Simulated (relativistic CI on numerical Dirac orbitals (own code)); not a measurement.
**Co⁴⁺ in a cubic cluster: L2,3 absorption with charge transfer**

Computed with a charge-transfer multiplet model of a cubic metal-ligand cluster with up to 3 ligand holes, Slater and spin-orbit integrals from Dirac-Coulomb-Breit ions, Slater integrals scaled by 0.7. The ground state mixes d5 with configurations of k ligand holes L, whose averages lie at kΔ + k(k − 1)U_dd/2; a core hole lowers each added d electron by U_cd. 20 K, Lorentzian 0.4 eV and Gaussian 0.3 eV FWHM.

Atomic integrals in eV (Slater integrals scaled, ζ unscaled), ground: F2dd 9.508, F4dd 5.971, zeta_d 0.080; with the core hole: F2dd 10.024, F4dd 6.297, zeta_d 0.102, zeta_core 9.658, F2cd 6.005, G1cd 4.623, G3cd 2.630.

Cluster parameters (eV): Δ = 0.4, U_cd = 8.8, 10Dq = 1.1, 10Dq(ligand) = 0.2, V(eg) = 3.1, V(t2g) = -1.56, final-state hopping factor = 0.8.

```csv
Case,n_d,d5,d6L,d7L2,d8L3,S
U_dd = 6.8 eV,5.59,0.48,0.44,0.07,0.00,2.47
U_dd = 7.5 eV,5.57,0.49,0.44,0.06,0.00,2.48
U_dd = 8.2 eV,5.56,0.50,0.44,0.06,0.00,2.48
```

Weights, n_d and S are thermal averages at 20 K. Photon energies count from the first peak over 30 % of the highest in each spectrum, which can be another peak from case to case. The parameters are a model scan and need not match a compound or its usual spin state. Peaks in eV (height, largest 100):
- U_dd = 6.8 eV: 0.0 (37), 1.8 (100), 4.9 (11), 15.3 (15), 17.1 (23), 18.1 (13)
- U_dd = 7.5 eV: 0.0 (35), 1.9 (100), 5.3 (9), 15.4 (15), 17.2 (22), 18.1 (13)
- U_dd = 8.2 eV: 0.0 (33), 1.8 (100), 5.6 (7), 15.3 (14), 17.1 (22), 18.2 (13)

For the case U_dd = 7.5 eV, Δ = 0.4 eV is smaller than U_dd = 7.5 eV, the charge-transfer side of the Zaanen-Sawatzky-Allen scheme. With the core hole the configuration with one ligand hole lies at Δ + U_dd − U_cd = -1.6, -0.9, -0.2 eV from the one without, in the order of the table; where this is negative the screened configuration lies lower, though the effective hopping of about 3.8 eV (from the holes of the mixed ground state) mixes the two strongly wherever it is as large as the gap.
